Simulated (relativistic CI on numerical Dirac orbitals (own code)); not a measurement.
Radial Dirac CI calculation of Ir²⁺.

Command:

```sh
python run_levels.py task.json out
```

Input:

```
atom Ir  Z=77  charge=2  electrons=75
nucleus A=193  rms_radius_fm=5403.2000
hamiltonian dirac-coulomb  breit=on  qed=on  c_scale=1
orbitals kli  potential=per-configuration
slater_scale 1
correlation none
mixing on
grid step=0.0125 r_max=86.5
scf mixing=0.4 start=green max_iterations=89 tolerance=2e-08 node_fill=0.05
configurations
  [Xe] 4f14 5d7
  [Xe] 4f14 5d6 6s
  [Xe] 4f14 5d5 6s2
end
```

Output:

```
SCF 1: [Xe] 4f14 5d7
 iter      energy (Ha)   residual   last orbital (Ha)
    1     -8933.531505   2.73e+00     -2.12604
    2     -8963.871492   1.20e+00     -2.05797
    3     -8971.168384   2.29e-01     -1.78633
    4     -8971.607204   3.80e-02     -1.73205
    5     -8971.624767   5.36e-03     -1.78118
    6     -8971.621593   3.55e-03     -1.77304
    7     -8971.622987   4.07e-04     -1.77618
    8     -8971.623112   7.26e-05     -1.77683
    9     -8971.623173   4.65e-05     -1.77680
   10     -8971.623149   1.15e-06     -1.77681
   11     -8971.623149   2.75e-07     -1.77681
   12     -8971.623149   1.12e-09     -1.77681
SCF 2: [Xe] 4f14 5d6 6s
 iter      energy (Ha)   residual   last orbital (Ha)
    1     -8931.945763   2.76e+00     -0.49202
    2     -8962.640549   1.21e+00     -0.49630
    3     -8969.799893   2.45e-01     -0.48315
    4     -8970.303372   3.21e-02     -0.47773
    5     -8970.314663   5.35e-03     -0.47997
    6     -8970.310620   4.77e-03     -0.47917
    7     -8970.312817   3.65e-04     -0.47942
    8     -8970.312950   7.11e-05     -0.47946
    9     -8970.313015   6.11e-05     -0.47946
   10     -8970.312983   1.27e-06     -0.47946
   11     -8970.312984   9.90e-08     -0.47946
   12     -8970.312984   2.38e-09     -0.47946
SCF 3: [Xe] 4f14 5d5 6s2
 iter      energy (Ha)   residual   last orbital (Ha)
    1     -8929.988177   2.80e+00     -0.49202
    2     -8961.129201   1.22e+00     -0.51913
    3     -8968.177407   2.56e-01     -0.52035
    4     -8968.738890   2.72e-02     -0.51761
    5     -8968.744883   4.88e-03     -0.52072
    6     -8968.741887   2.55e-03     -0.52024
    7     -8968.743319   1.04e-04     -0.52023
    8     -8968.743305   3.42e-05     -0.52026
    9     -8968.743334   1.99e-05     -0.52026
   10     -8968.743323   3.47e-07     -0.52026
   11     -8968.743323   2.25e-07     -0.52026
   12     -8968.743323   2.31e-09     -0.52026
orbital energies (Ha): 4d5/2 -13.4207  4f5/2 -9.3557  4f7/2 -9.1495  5s -1.2394  5p1/2 -1.7871  5p3/2 -1.7800  5d3/2 -1.7962  5d5/2 -1.7768
configuration averages (Ha): Dirac-Coulomb, Breit, QED
  5d7                          -8971.623149    2.644790    0.278669
  5d6 6s                       -8970.312984    2.644439    0.278885
  5d5 6s2                      -8968.743323    2.644004    0.279130
levels: no., configuration, term, J, E (cm-1), weight
   1 5d7                    4F   9/2              0.0  0.98
   2 5d7                    4F   7/2           2688.4  0.99
   3 5d7                    4F   5/2           4416.4  0.99
   4 5d7                    4F   3/2           5515.3  0.98
   5 5d7                    4P   5/2          16630.2  0.98
   6 5d7                    4P   3/2          16637.1  0.79
   7 5d7                    2G   9/2          17761.3  0.87
   8 5d7                    4P   1/2          18429.8  0.92
   9 5d7                    2G   7/2          20446.4  0.99
  10 5d7                    2P   3/2          23230.2  0.54
  11 5d7                    2H   11/2         23461.1  1.00
  12 5d7                    2D   5/2          25799.3  0.97
  13 5d7                    2P   1/2          25963.3  0.92
  14 5d7                    2H   9/2          26151.5  0.89
lowest total energy -8968.803755 Ha
end: converged
```

Against the reference input this run has: nuclear radius 5403.2 fm. The reference run ends at -17812.704135 Ha with Breit and QED terms. The iteration limit was 89 against 150. With a changed speed of light or nuclear radius the levels are not those of the real ion, and the QED model is not rescaled. This setting is bad on purpose; its numbers may not be properties of the ion.

With so few configurations and no correlation, terms lie too far apart (by 10 to 50 % or more near neutrality), their order can be wrong, and levels of other configurations are missing. Terms and fine structure of an open d or f shell near neutrality can be off by tens of per cent either way.
